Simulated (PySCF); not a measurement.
# Ar⁺: excitation energy

Ar⁺ [Ne] 3s2 3p5 (2P) → Ar⁺ [Ne] 3s2 3p4 4s1 (4P), as a difference of total energies. Calculation: PySCF 2.14, in aug-cc-pCVQZ-DK (10s9p7d5f3g, 134 functions); the spin-free X2C one-electron Hamiltonian (Gaussian nucleus). Correlated levels: valence: [Ne] frozen; valence and next inner shell: 1s2 frozen; nothing frozen. The calculations carry no spin-orbit coupling.

```json
{"method": "UHF", "excitation energy (cm⁻¹)": "128200"}
{"method": "LDA", "excitation energy (cm⁻¹)": "133710"}
{"method": "PBE", "excitation energy (cm⁻¹)": "132680"}
{"method": "PBE0", "excitation energy (cm⁻¹)": "133790"}
{"method": "r2SCAN", "excitation energy (cm⁻¹)": "135990"}
{"method": "M06-2X", "excitation energy (cm⁻¹)": "135390"}
{"method": "B3LYP", "excitation energy (cm⁻¹)": "133730"}
{"method": "wB97M-V", "excitation energy (cm⁻¹)": "134870"}
{"method": "ROHF", "excitation energy (cm⁻¹)": "128330"}
{"method": "MP2 (valence)", "excitation energy (cm⁻¹)": "133700"}
{"method": "SCS-MP2 (valence)", "excitation energy (cm⁻¹)": "134880"}
{"method": "MP2 (valence and next inner shell)", "excitation energy (cm⁻¹)": "133930"}
{"method": "SCS-MP2 (valence and next inner shell)", "excitation energy (cm⁻¹)": "135050"}
{"method": "MP2 (all electrons)", "excitation energy (cm⁻¹)": "133950"}
{"method": "SCS-MP2 (all electrons)", "excitation energy (cm⁻¹)": "135070"}
```

The promoted electron is Rydberg-like, and one or two diffuse shells describe it only roughly, which tends to raise the upper state.

For comparison: 134270 cm⁻¹ (measured; NIST levels, between the centres of gravity of the two terms).
